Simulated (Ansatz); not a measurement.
Cost and result for the atomization energy of C$_{2}$H$_{7}$GeN (`C[N]1[CH2][GeH2]1`) (11 atoms, 11 bonds).

Cartesian coordinates in Å:
```
C 0.327 -1.184 -0.814
N -0.350 0.070 -0.582
C -1.004 0.212 0.719
Ge 0.404 1.478 0.386
H 0.937 -1.529 0.037
H -0.410 -1.967 -1.027
H 0.981 -1.093 -1.684
H -0.787 -0.553 1.468
H -2.048 0.512 0.694
H 0.189 2.856 -0.225
H 1.762 1.198 1.028
```

Charge 0, multiplicity 1. Correlated methods include outer-core shells of Ge, which these sets cover unevenly. Scalar relativity is left out up to krypton. All single points use the PBE0-D4/def2-TZVP geometry. Program: Ansatz. All runs use 4 threads of an Arm Neoverse V1 on a shared host. Times are those of one run each, without the atoms' runs, and a repeat can differ threefold. Electronic energies, without spin–orbit coupling; frozen cores. CCSD(T)/CBS adds CCSD(T) − MP2 in def2-TZVPP to the MP2 limit, and its time is that of the two runs behind it. T1 = 0.012. With those shells the extrapolation isn't a true limit. B3LYP takes the VWN-RPA correlation (the form of Gaussian; ORCA's B3LYP/G).

CCSD(T)/CBS is a level of theory with its own doubt, some kJ/mol a heavy atom from the limit and from the frozen cores, so smaller differences don't rank the functionals.

```json
{"level": "PBE-D4/def2-TZVPP (with forces)", "functions": "239", "wall time": "2.7 s", "atomization (kJ/mol)": "3823.0", "difference from CCSD(T)/CBS": "69.7", "per bond": "6.3"}
{"level": "PBE0-D4/def2-TZVPP", "functions": "239", "wall time": "3.3 s", "atomization (kJ/mol)": "3754.0", "difference from CCSD(T)/CBS": "0.7", "per bond": "0.1"}
{"level": "r2SCAN-D4/def2-TZVPP (with forces)", "functions": "239", "wall time": "5.5 s", "atomization (kJ/mol)": "3747.7", "difference from CCSD(T)/CBS": "-5.6", "per bond": "-0.5"}
{"level": "B3LYP-D4/def2-TZVPP (with forces)", "functions": "239", "wall time": "5.5 s", "atomization (kJ/mol)": "3743.6", "difference from CCSD(T)/CBS": "-9.7", "per bond": "-0.9"}
{"level": "B2PLYP/def2-TZVPP", "functions": "239", "wall time": "6 s", "atomization (kJ/mol)": "3703.2", "difference from CCSD(T)/CBS": "-50.1", "per bond": "-4.6"}
{"level": "ωB97X-V/def2-TZVPP", "functions": "239", "wall time": "8.5 s", "atomization (kJ/mol)": "3761.3", "difference from CCSD(T)/CBS": "8.0", "per bond": "0.7"}
{"level": "ωB97M-V/def2-TZVPP (with forces)", "functions": "239", "wall time": "13 s", "atomization (kJ/mol)": "3743.2", "difference from CCSD(T)/CBS": "-10.1", "per bond": "-0.9"}
{"level": "MP2/def2-QZVPP", "functions": "470", "wall time": "26 s", "atomization (kJ/mol)": "3745.0", "difference from CCSD(T)/CBS": "-8.3", "per bond": "-0.8"}
{"level": "CCSD(T)/def2-TZVPP", "functions": "239", "wall time": "2.9 min", "atomization (kJ/mol)": "3658.0", "difference from CCSD(T)/CBS": "-95.3", "per bond": "-8.7"}
{"level": "CCSD(T)/CBS(def2)", "functions": "–", "wall time": "3.4 min", "atomization (kJ/mol)": "3753.3", "difference from CCSD(T)/CBS": "0.0", "per bond": "0.0"}
```

In def2-TZVPP, CCSD(T) changes the Hartree–Fock value by +1050.7 kJ/mol (the triples alone add +61.4 kJ/mol) and MP2 by +1081.6 kJ/mol; breaking electron pairs costs correlation energy, which Hartree–Fock lacks. From PBE to PBE0 (25 % exact exchange), in def2-TZVPP and without D4, the atomization energy moves by −65.7 kJ/mol: exact exchange takes away binding that semilocal exchange gives to molecules. The D4 term adds +33.1 kJ/mol with B3LYP and +17.2 kJ/mol with PBE0; it sums over pairs of atoms, weighted by their polarisabilities, and B3LYP, whose exchange is more repulsive, gets the larger term.
